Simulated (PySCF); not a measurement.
A GIAO shielding run with PySCF 2.14 (density fitting, non-relativistic, gas phase) on `N#C[Si@@H](O)N1CCCC1`, C5H10N2OSi:

```
$ OMP_NUM_THREADS=1 python probes_run.py task.json out

{"job": {"kind": "nmr", "xc": "CAM-B3LYP", "basis": "pcSseg-1", "pop": false}, "charge": 0, "multiplicity": 1}
N      2.484412     3.059435     0.133815
C      2.246494     1.984096    -0.230439
Si     1.841332     0.251859    -0.806248
O      3.074177    -0.729086    -0.290823
N      0.261077    -0.046413    -0.230800
C     -0.673591    -0.946485    -0.915149
C     -1.869332    -1.043791     0.032698
C     -1.824765     0.280801     0.786117
C     -0.329349     0.479114     0.997441
H      1.876748     0.166484    -2.281627
H      3.305091    -0.708655     0.642742
H     -0.978813    -0.525693    -1.891226
H     -0.233515    -1.938413    -1.114273
H     -1.725067    -1.878575     0.737958
H     -2.814978    -1.220135    -0.499674
H     -2.391886     0.270050     1.727988
H     -2.223949     1.093515     0.157492
H      0.004212    -0.084039     1.892029
H     -0.054373     1.534368     1.154385
```

Hardware: 1 thread of an Intel Xeon, shared host. The job also computes ring-centre shieldings.

Q: How large is the calculation?

A: 76 electrons, 210 basis functions and 1101 auxiliary functions.

Q: How long does it take, and how much memory does it need?

A: 2.4 min of wall time, with 14 SCF cycles and 6 response iterations; peak memory 1.1 GiB. Times on a shared host scatter by some tens of per cent.

Q: And these other runs on the same molecule and hardware: GIAO shielding at PBE0/pcSseg-1?

A: PBE0/pcSseg-1: 210 functions, 110 s.
